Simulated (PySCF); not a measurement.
**Static response to an electric field**

Species: H2Te2.
Geometry (PBE0-D3(BJ)/def2-SVP, Å), atoms numbered from 1 in this order:
```
atom  x, y, z in Å
Te1   -0.0228    1.0604   -1.0150
Te2   -0.1453   -1.4909   -0.0897
H3    -0.9630    1.7131    0.2010
H4     1.2143   -1.3730    0.8732
```

Level: wB97X-D/def2-SVPD (PySCF), static field, nuclei fixed, core orbitals frozen in the response. The polarisability tensor in these axes (au):

```
x    74.18  -1.01   0.36
y    -1.01 111.71 -13.07
z     0.36 -13.07  78.74
```

**Question.** Give the principal values, the mean and the anisotropy Δα = √{½[(α1 − α2)² + (α2 − α3)² + (α1 − α3)²]}.

**Answer.** Principal values 74.15, 74.19 and 116.29 au; mean 88.21 au = 13.07 Å³ = 14.54 × 10⁻⁴⁰ C²·m²/J; Δα = 42.12 au (48 % of the mean).

**Question.** What is the dipole moment, and where does it point?

**Answer.** (0.05, 0.10, 0.28) D, 0.30 D in size, pointing from the negative to the positive side. Measured along this direction, the outermost atoms are Te1 and Te2 at the negative end and H4 and H3 at the positive end.

**Question.** Refractivity n − 1 of an ideal gas of it at 298.15 K and 1 atm, from the electronic α?

**Answer.** N = p/kT = 2.4615 × 10¹⁹ cm⁻³, so n − 1 = 2π × N × 13.07 × 10⁻²⁴ cm³ = 2022 × 10⁻⁶ at long wavelengths, for an ideal gas.

**Question.** In a dilute gas of rigid molecules at 400 K, how does the orientational term μ²/3kT compare with the electronic polarisability?

**Answer.** In Gaussian units μ²/3kT = 0.55 Å³ against 13.07 Å³, a ratio of 0.04; the Debye molar polarisation (4π/3)N_A(α + μ²/3kT) is 34.4 cm³/mol, leaving out the vibrational part.

**Question.** Find the Langevin capture rate constant for H3+ (3.023 u) meeting this molecule (261.828 u), k = 2.342 × 10⁻⁹ cm³/s × √(α in Å³ / reduced mass in u).

**Answer.** The reduced mass is 2.99 u, so k = 4.90 × 10⁻⁹ cm³/s. The formula leaves out the permanent dipole, which adds to the capture rate.

**Question.** What depolarisation ratio follows for Rayleigh scattering of linearly polarised light, taking the static tensor?

**Answer.** ρ = 3Δα²/(45ᾱ² + 4Δα²) = 5323.2/(350158 + 7097.6) = 0.0149.

**Question.** What molar refraction does this α imply?

**Answer.** Lorentz–Lorenz: R = (4π/3)N_A α = 2.5225 cm³/(mol·Å³) × 13.07 Å³ = 33.0 cm³/mol, in the limit of long wavelengths.

Isolated species at its PBE0-D3(BJ)/def2-SVP geometry, gas phase. Atoms past krypton carry effective core potentials; spin–orbit coupling is left out.

These values come from a run that also computed excited states and ΔSCF ions. Hardware: AMD EPYC, one thread, no GPU, shared host with 64 logical CPUs at a one-minute load of 59. Cost: 31 s (with the writing of density and orbital grids), 0.44 GiB resident at most.
